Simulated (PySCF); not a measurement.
PBE0 on As (arsenic, neutral), [Ar] 3d10 4s1 4p3 4d1, high-spin 6D determinant (an excited configuration). Computed with PySCF 2.14 in aug-cc-pwCVDZ-PP with ECP10MDF, with a scalar-relativistic core potential.

```
cycle= 1 E= -331.796524436025  delta_E= -0.0056  |g|= 0.0598  |ddm|= 0.623
cycle= 2 E= -331.796552518997  delta_E= -2.81e-05  |g|= 0.0575  |ddm|= 0.146
cycle= 3 E= -331.796921246012  delta_E= -0.000369  |g|= 0.00114  |ddm|= 0.0656
cycle= 4 E= -331.796921551808  delta_E= -3.06e-07  |g|= 0.000173  |ddm|= 0.00418
cycle= 5 E= -331.796921561498  delta_E= -9.69e-09  |g|= 1.26e-05  |ddm|= 0.00047
cycle= 6 E= -331.79692156158  delta_E= -8.21e-11  |g|= 4.72e-07  |ddm|= 5.18e-05
converged SCF energy = -331.79692156158  <S^2> = 8.7508002  2S+1 = 6.0002667
```

Highest occupied orbital energy: 0.831 eV; ⟨L²⟩ = 6.00; populations by l: s 3.00, p 9.00, d 11.00, f 0.00.

Task: Can this result be used?

Result: Not for this state. The run converged. Energies and moments cover only the electrons outside the core potential. The outer electron is Rydberg-like, and this basis confines it to a smaller radius and binds it less than a complete one would. At PBE0 the highest occupied level has a positive energy, so only the finite basis holds that electron; for this excited configuration the basis is too tight for the outer shell.
